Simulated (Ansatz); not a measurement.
Cl2Cu (SMILES [Cl][Cu][Cl]), doublet, at a GFN2-xTB geometry (such geometries of metal compounds can be far from the true shape); SVWN5/6-31G (Ansatz, an electronic-structure program).

Ansatz was given this input:
Ansatz 0.2 input:
```yaml
crystal:
  periodic: [false, false, false]
  atoms:
    - {symbol: Cu, position_ang: [0.00000000, 0.00000000, 0.00000000]}
    - {symbol: Cl, position_ang: [-0.00000000, -0.00000000, -2.03485924]}
    - {symbol: Cl, position_ang: [0.00000000, 0.00000000, 2.03485924]}
basis:
  gaussian:
    orbitals: 6-31G
hamiltonian:
  xc: {name: SVWN5}
magnetization: {spin_polarized: true, initial_magnetization: 1}
```

What the program printed (banner, timings and long lists left out):

```
Functional definition: SVWN5
573 factors; integrals over basis functions are off by at most 2.4e-4 eV
mean field evaluation 1: about -69520.5088 eV, gradient 1.7e1 eV
mean field evaluation 2: about -69506.8426 eV, gradient 6.8e1 eV
mean field evaluation 4: about -69521.9937 eV, gradient 2.1e0 eV
mean field evaluation 8: about -69521.9616 eV, gradient 3.4e0 eV
mean field evaluation 16: about -69522.0107 eV, gradient 3.1e-5 eV
mean field evaluation 32: about -69521.1681 eV, gradient 1.2e-1 eV
mean field evaluation 64: about -69520.6571 eV, gradient 4.2e0 eV
mean field evaluation 96: about -69520.4133 eV, gradient 4.3e-2 eV
mean field -69522.01069670 eV, -2554.8867693923 hartree, gradient 3.1e-5 eV, S^2 0.750826; 11 other end points of the search recorded, 0 dependent functions left out
reference -69522.01073345 eV, -2554.8867707430 hartree; 32, 31 occupied and 23, 24 virtual orbitals, 573 factors
Total energy: -69522.01073345 eV, -2554.8867707430 hartree
```
